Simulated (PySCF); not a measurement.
# Electronic structure of Te (tellurium, neutral) at the UHF level

Configuration: [Kr] 4d10 5s2 5p3 6s1, high-spin 5S determinant (an excited configuration). All numbers are calculated (PySCF 2.14, the spin-free X2C one-electron Hamiltonian (Gaussian nucleus), in aug-cc-pVTZ-DK3).

| Item | Value |
| --- | --- |
| Total energy | -6790.417657 hartree |
| One-electron energy | -9312.5758 hartree |
| Hartree (Coulomb) energy | 2696.9807 hartree |
| Exchange energy | -174.8225 hartree |
| ⟨S²⟩ | 6.0018 |
| ⟨L²⟩ | 0.000 |
| Sum of ⟨r⟩ | 39.90 bohr |
| Sum of ⟨r²⟩ | 84.72 bohr² |
| Langevin diamagnetic susceptibility | -67.1 ×10⁻⁶ cm³/mol |

```csv
shell,electrons,mean orbital energy (eV),"rms radius, mean of both spins (bohr)"
1s α,1,-31970.4,0.0318
1s β,1,-31970.2,0.0318
2s α,1,-5003.5,0.130
2s β,1,-5003.4,0.130
2p α,3,-4488.4,0.116
2p β,3,-4488.2,0.116
3s α,1,-1040.7,0.343
3s β,1,-1040.5,0.343
3p α,3,-868.63,0.343
3p β,3,-868.36,0.343
3d α,5,-607.47,0.322
3d β,5,-607.37,0.322
4s α,1,-197.47,0.814
4s β,1,-196.92,0.814
4p α,3,-141.52,0.878
4p β,3,-140.93,0.878
4d α,5,-57.137,1.05
4d β,5,-56.683,1.05
5s α,1,-26.790,2.21
5s β,1,-19.550,2.21
5p α,3,-13.844,2.69
6s α,1,-3.001,5.85
```

The outer electron is Rydberg-like, and this basis confines it to a smaller radius and binds it less than a complete one would.

Densities and radii are taken from the X2C orbitals without a picture-change correction, which distorts them close to the nucleus.

Spin-orbit constants ζ (cm⁻¹) from the X2C one-electron operator on these orbitals: bare nucleus, nucleus screened by l(l+1)(2l+1)/3 electrons, and screened by the Breit-Pauli mean field of the electrons.

```csv
shell,bare,screened nucleus,mean field
2p,1466000,1409000,n/a
3p,276700,266100,n/a
3d,41910,33850,n/a
4p,49980,48050,n/a
4d,5560,4491,n/a
5p,4401,4232,n/a
```
